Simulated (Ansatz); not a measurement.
Reactions of C$_{2}$H$_{5}$BrGe, SMILES `[GeH3][CH]=CBr`.

Program: Ansatz. Geometries: PBE0-D4/def2-TZVP. ΔE: electronic, gas phase. CBS: MP2 limit from def2 TZ/QZ plus the TZ coupled-cluster correction, frozen cores. This one scheme is used for every species. Double bonds are as drawn, so ΔE can hold a change between cis and trans. For Br, Ge outer-core shells are correlated without core-valence functions, which leaves a few kJ/mol of doubt a bond. Scalar relativity is left out up to krypton. One conformer a species, not always the lowest.

Task: Order these by ΔE at CCSD(T)/CBS, lowest first. (Best estimate.)
A. `[GeH3]/[CH]=C\Br` + HCl → `[Cl][GeH3]` + `C=CBr`
B. `[GeH3]/[CH]=C\Br` + `C[SiH2]F` → `C[SiH](F)[GeH3]` + `C=CBr`
C. `[GeH3]/[CH]=C\Br` + CH₃OH → `OC/C=C/Br` + GeH₄
D. `[GeH3]/[CH]=C\Br` + `[OH][GeH2][F]` → `[F][GeH2][O][GeH3]` + `C=CBr`
E. `[GeH3]/[CH]=C\Br` + `CC(O)=S` → `CC(=S)[O][GeH3]` + `C=CBr`

Result: A (-75.1 kJ/mol), D (-40.0 kJ/mol), B (-16.3 kJ/mol), E (-4.4 kJ/mol), C (+13.5 kJ/mol).

Largest T1 diagnostic: 0.017, for `CC(O)=S`.
